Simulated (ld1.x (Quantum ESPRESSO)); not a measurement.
Zr (Z = 40) TM: all-electron and pseudo phase curves

```json
{
  "Element": "zirconium (Zr)",
  "Generator": "ld1.x (Quantum ESPRESSO) 7.5",
  "Type": "norm-conserving Troullier–Martins (Kleinman–Bylander form)",
  "Functional": "PBE",
  "Relativity": "fully relativistic",
  "Frozen core": "[Ar] 3d10 4s2",
  "Valence charge": "10",
  "Reference configuration": "4p6 4d2 5s2 5p0",
  "Partial waves": "4p (bound): rc 1.95 bohr; 4d (bound): rc 2.25 bohr; 5s (bound): rc 2.70 bohr",
  "Local potential": "the s channel",
  "Core correction": "Bessel-smoothed model core inside 1.45 bohr"
}
```

Open shells are filled in proportion to 2j + 1 (rel_dist='average').

The phase is arctan(r·u′/u) with u = r·R(r), unwrapped; energies in Ry, scanned from -4 to 5 Ry. A pole is an energy at which the radial function vanishes at the test radius. The pseudo phase is shifted by a multiple of π to meet the all-electron one at the reference energy, and phase errors are pseudo minus all-electron; the curves can meet again beyond the range given. Levels narrower than the energy grid can be missing from the lists of poles.

**Question.** For each channel, where are the poles, and over which energies does the pseudopotential scatter like the atom?

**Answer.**

| channel | radius (bohr) | reference energy (Ry) | poles, all-electron | poles, pseudo | unbroken range about the reference energy with phases within 0.05 rad | phase error 1 Ry above the reference energy (rad) |
| --- | --- | --- | --- | --- | --- | --- |
| s | 2.94 | -0.33 | -3.98, 1.92 | 1.46, 4.72 | -3.8 to 1.2 | -0.034 |
| p1/2 | 2.94 | -2.47 | -2.41, 2.88 | -2.41, 4.88 | below -0.9 | +0.022 |
| p3/2 | 2.94 | -2.34 | -2.27, 3.01 | -2.27, 4.98 | below -0.8 | +0.024 |
| d3/2 | 2.94 | -0.27 | 0.17, 4.90 | 0.21 | below 0.8 | +0.041 |
| d5/2 | 2.94 | -0.26 | 0.19, 4.93 | 0.23 | below 0.9 | +0.040 |

Phases in the d5/2 channel:

```tsv
E (Ry)	all-electron	pseudo
-4.00	1.397	1.399
-3.76	1.391	1.393
-3.52	1.385	1.387
-3.28	1.378	1.380
-3.04	1.369	1.372
-2.80	1.360	1.363
-2.56	1.349	1.352
-2.32	1.336	1.340
-2.08	1.320	1.325
-1.84	1.300	1.306
-1.60	1.274	1.280
-1.36	1.238	1.246
-1.12	1.182	1.192
-0.88	1.083	1.096
-0.64	0.846	0.863
-0.40	-0.054	-0.042
-0.16	-1.192	-1.189
0.08	-1.501	-1.489
0.32	-1.628	-1.608
0.56	-1.708	-1.678
0.80	-1.775	-1.731
1.04	-1.843	-1.778
1.28	-1.927	-1.826
1.52	-2.046	-1.880
1.76	-2.243	-1.946
2.00	-2.619	-2.036
2.24	-3.272	-2.167
2.48	-3.872	-2.374
2.72	-4.193	-2.721
2.96	-4.362	-3.226
3.20	-4.463	-3.713
3.44	-4.529	-4.032
3.68	-4.577	-4.223
3.92	-4.614	-4.342
4.16	-4.643	-4.422
4.40	-4.668	-4.479
4.64	-4.689	-4.522
4.88	-4.708	-4.556
```
